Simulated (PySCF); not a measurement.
## Gas-phase XPS of `O=C(F)C1CCCCC1`, computed

Species: C7H11FO.
SMILES with atom numbers: `[O:1]=[C:2]([F:3])[CH:4]1[CH2:5][CH2:6][CH2:7][CH2:8][CH2:9]1`

Structure used (PBE0-D3(BJ)/def2-SVP), in Å, numbered top down from 1:
```
atom  x, y, z in Å
O1     2.6845   -0.6506    0.2761
C2     2.0770    0.3516    0.1093
F3     2.4968    1.4919    0.6882
C4     0.8488    0.5810   -0.7320
C5    -0.2021    1.4232    0.0036
C6    -0.8651    0.6335    1.1270
C7    -1.4733   -0.6648    0.6059
C8    -0.4307   -1.5160   -0.1119
C9     0.2606   -0.7401   -1.2300
H10    1.2206    1.1680   -1.5926
H11   -0.9661    1.7231   -0.7334
H12    0.2541    2.3489    0.3830
H13   -1.6316    1.2532    1.6188
H14   -0.1147    0.4014    1.9052
H15   -2.2931   -0.4208   -0.0945
H16   -1.9306   -1.2338    1.4310
H17    0.3305   -1.8538    0.6117
H18   -0.8916   -2.4286   -0.5221
H19   -0.4703   -0.5044   -2.0222
H20    1.0500   -1.3516   -1.6918
```

Computed with delta-SCF UKS SCAN, pcX-2 on the ionised atom, pcseg-1 elsewhere, spin-free X2C (PySCF). Vertical ΔSCF values, vacuum level as zero.

List the computed XPS lines with their assignment.

```tsv
atom(s)	environment	level	binding energy (eV)	above the level's lowest (eV)	count
C7	ring CH2 carbon	C 1s	290.60	0.00	1
C6/C8	ring CH2 carbon	C 1s	290.70	+0.10	2
C5/C9	ring CH2 carbon	C 1s	290.87	+0.27	2
C4	sp3 carbon next to a carbonyl	C 1s	291.43	+0.83	1
C2	acyl halide carbon	C 1s	295.53	+4.93	1
O1	carbonyl oxygen	O 1s	538.55	0.00	1
F3	acyl fluorine	F 1s	693.15	0.00	1
```

Lowest listed C 1s: C7, bonded to 2 C and 2 H. Highest, 4.93 eV above it: C2, bonded to F, O (double bond) and C.

Which photon energy gives electrons from C 1s of C5/C9 a kinetic energy of 200 eV, and what is their de Broglie wavelength?

hν = 290.87 + 200 = 490.87 eV, recoil neglected; λ = 12.264 Å/√(E/eV) = 0.87 Å.

Topologically equivalent atoms share the value of their first member; where this conformer doesn't relate them by symmetry, their own values could differ. One conformer (not necessarily the lowest) at the PBE0-D3(BJ)/def2-SVP geometry, without solvent, vibrations or thermal averaging.
